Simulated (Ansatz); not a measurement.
`[BH2][GeH2][SiH3]` + HCl → `[BH2][GeH2][Cl]` + SiH₄ at 600 K and 1 bar (cleavage of the Ge–Si bond).

Isolated molecules relaxed with PBE0-D4/def2-TZVP in Ansatz; ΔE leaves out vibrations. CBS: MP2 limit from def2 TZ/QZ plus the TZ coupled-cluster correction, frozen cores. This one scheme is used for every species. For Ge outer-core shells are correlated without core-valence functions, which leaves a few kJ/mol of doubt a bond. Scalar relativity is left out up to krypton.

| species | CCSD(T)/CBS energy (Eh) | H − E (kJ/mol) | S (J/(mol·K)) |
| --- | --- | --- | --- |
| `[BH2][GeH2][SiH3]` | -2394.15199 | 220.0 | 438.4 |
| HCl | -460.38127 | 35.4 | 207.2 |
| `[BH2][GeH2][Cl]` | -2563.08808 | 143.6 | 385.7 |
| SiH₄ | -291.46306 | 108.7 | 242.3 |

H − E and S are ideal-gas, rigid-rotor, harmonic terms from PBE0-D4/def2-TZVP. 1 Eh = 2625.50 kJ/mol, R = 8.31446 J/(mol·K).

Q: By hand: ΔE, ΔH, ΔS and ΔG.

A: ΔE = (-2563.08808) + (-291.46306) − (-2394.15199) − (-460.38127) = -0.01788 Eh = -46.9 kJ/mol. Δ(H − E) = 143.6 + 108.7 − 220.0 − 35.4 = -3.1, so ΔH = -50.0 kJ/mol. ΔS = 385.7 + 242.3 − 438.4 − 207.2 = -17.6 J/(mol·K). ΔG = -50.0 − 600 × (-17.6)/1000 = -39.4 kJ/mol.

Q: By hand: the equilibrium constant, and the temperature at which ΔG would vanish if ΔH and ΔS stayed fixed.

A: log₁₀ K = −ΔG/(RT ln 10) = 3.4. ΔG = 0 at ΔH/ΔS = 2841 K, far beyond where these terms or the molecules hold.

ΔH outweighs TΔS. A doubt of 5 kJ/mol in ΔE shifts log₁₀ K by 0.4 here. These are equilibria of isolated gas molecules and say nothing of rates. Largest T1 diagnostic: 0.013 (customary marks: 0.02 for closed shells, 0.045 for open ones).
